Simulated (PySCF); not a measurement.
Correlation energy of La⁻ (lanthanum, charge -1)

[Xe] 5d2 6s2, high-spin 3F determinant. Calculation: PySCF 2.14, in x2c-TZVPPall with one added diffuse shell each of s, p, d type (12s8p8d3f1g, 106 functions); scalar relativity by spin-free X2C-1e. Frozen: [Kr] 4d10; 12 electrons correlated.

| level | correlation energy (mhartree) |
| --- | --- |
| CCSD | -243.11 |
| (T) | -12.85 |
| CCSD(T) | -255.96 |

Diagnostics: T1 = 0.11, D1 = 0.5357, largest double amplitude 0.102.

Spin-orbit coupling, absent here, splits the open shell strongly. T1 exceeds 0.03, a sign that the reference determinant is poor.

Cost of the coupled-cluster step: roughly 100 core-seconds, for 12 correlated electrons.
